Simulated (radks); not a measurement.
Q: These are the eigenvalues of the occupied orbitals of an atom or ion with whole-number occupations (hartree). Calculated with a radial shooting solver on a logarithmic mesh with Libxc functionals: Dirac Kohn-Sham, PBEsol, spin-unpolarised, spherical densities, finite nucleus; Fermi nuclear charge, rms radius of each element as measured or else 0.836 A^(1/3) + 0.57 fm.

orbital  eigenvalue
1s1/2     -354.1480
2s1/2     -47.17734
2p1/2     -42.10221
2p3/2     -41.22745
3s1/2      -8.92600
3p1/2      -7.29091
3p3/2      -7.16259
3d3/2      -4.42316
3d5/2      -4.40374
4s1/2      -2.64621

Which element is it, and in what charge state? The configuration may be excited. Open shells, if any, fill j = l - 1/2 first.

A: Z = 30, zinc, charge +5: Zn5+ in [Ar] 3d5 4s2. The list shows which subshells hold electrons but not how many an open one holds; the 1s level, -354.15 hartree, gives Z - s = 26.6 by -(Z - s)^2/2, which with screening and relativity narrows Z to a few neighbours, and the depths of the outer levels then fix element, charge and occupations together.
